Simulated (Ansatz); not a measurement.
Reactions of Cl₂GeH₂, SMILES `[Cl][GeH2][Cl]`.

Gas-phase electronic energies from Ansatz, PBE0-D4/def2-TZVP geometries. CBS: MP2 limit from def2 TZ/QZ plus the TZ coupled-cluster correction, frozen cores. This one scheme is used for every species, atoms too. Functionals use def2-TZVPP. No spin–orbit coupling; open shells (•) take unrestricted orbitals. Spin–orbit coupling would lower the free atoms: a little for Cl, F. For Ge, Se outer-core shells are correlated without core-valence functions, so the limit isn't a true one: a few kJ/mol of doubt a bond, and 10 to 20 or more in all where bonds break to atoms. Scalar relativity is left out up to krypton. Each species was taken in one conformer, which may not be the lowest.

```
                                         reaction  CCSD(T)/def2-SVP (kcal/mol)  r2SCAN-D4 (kcal/mol)  MP2/CBS(def2) (kcal/mol)
   `[Cl][GeH2][Cl]` + F• → `[Cl][GeH][Cl]`• + H–F                        -43.7                 -54.9                     -59.6
`[Cl][GeH2][Cl]` + H₂Se → `[Cl][GeH2][SeH]` + HCl                          5.7                   4.5                       3.3
 `[Cl][GeH2][Cl]` + NH₃ → `[NH2][GeH2][Cl]` + HCl                         11.6                  14.0                      13.4
    `[Cl][GeH2][Cl]` + H• → `[Cl][GeH][Cl]`• + H₂                        -18.5                 -25.0                     -18.1
  `[Cl][GeH2][Cl]` + Cl• → `[Cl][GeH][Cl]`• + HCl                        -13.5                 -23.5                     -21.0
```

**Question.** Give the CCSD(T)/CBS values in the same order. (Estimate.)

**Answer.** Computed: -53.4, 3.6, 13.0, -21.0, -18.6 kcal/mol.

Largest T1 diagnostic: 0.013, for `[Cl][GeH][Cl]`•.
